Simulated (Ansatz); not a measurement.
Reaction (redistribution): `NB[SiH2]O` + `N[SiH]1NP1` → `NB[SiH2]N` + `O[SiH]1NP1`

Isolated molecules relaxed with PBE0-D4/def2-TZVP in Ansatz; ΔE leaves out vibrations. CCSD(T)/CBS is the MP2 limit (def2-TZVPP, def2-QZVPP) plus CCSD(T) − MP2 in def2-TZVPP, frozen cores. Functionals use def2-TZVPP. Each species was taken in one conformer, which may not be the lowest.

Q: Is it downhill or uphill in electronic energy at CCSD(T)/CBS, and by how much? (Estimate.)

A: Computed: Nearly level: ΔE = +0.02 eV.

Q: What do these levels give: BLYP-D4, BHLYP-D4, ωB97X-V, RPA@PBE/def2-TZVPP, MP2/def2-TZVPP, HF/CBS(def2)? (An estimate is asked.)

A: Ansatz gave: BLYP-D4 0.02, BHLYP-D4 0.04, ωB97X-V 0.03, RPA@PBE/def2-TZVPP 0.02, MP2/def2-TZVPP 0.03, HF/CBS(def2) 0.06 eV.

Largest T1 diagnostic among the species: 0.014.

Leaving LDA and LC-ωPBE aside and taking each functional with its dispersion term where it has one, the values, not all of them listed here, spread over 0.03 eV, from PBE-D4 to BHLYP-D4.
